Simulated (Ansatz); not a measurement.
Reaction (silylene formation by 1,1-elimination): `CB(C)[SiH2]F` → `CB(C)F` + `[SiH2]`

Isolated molecules relaxed with PBE0-D4/def2-TZVP in Ansatz; ΔE leaves out vibrations. CCSD(T)/CBS is the MP2 limit (def2-TZVPP, def2-QZVPP) plus CCSD(T) − MP2 in def2-TZVPP, frozen cores. This one scheme is used for every species. DFT in def2-TZVPP. Each species was taken in one conformer, which may not be the lowest.

CCSD(T)/CBS gives +1.96 eV.

Another level gave +2.00 eV. Which?
A. HF/def2-TZVPP
B. CAM-B3LYP-D4/def2-TZVPP
C. B97M-V/def2-TZVPP
D. PBE-D4/def2-TZVPP

D. PBE-D4 2.00, CAM-B3LYP-D4 1.94, HF/def2-TZVPP 1.69, B97M-V 1.89 eV.

Largest T1 diagnostic among the species: 0.014.

From BLYP to BHLYP (50 % exact exchange), in def2-TZVPP and without D4, ΔE moves by +0.22 eV. Leaving LDA and LC-ωPBE aside and taking each functional with its dispersion term where it has one, the values, not all of them listed here, spread over 0.33 eV, from BLYP-D4 to r2SCAN-D4. LDA lies +0.28 eV from PBE without D4.
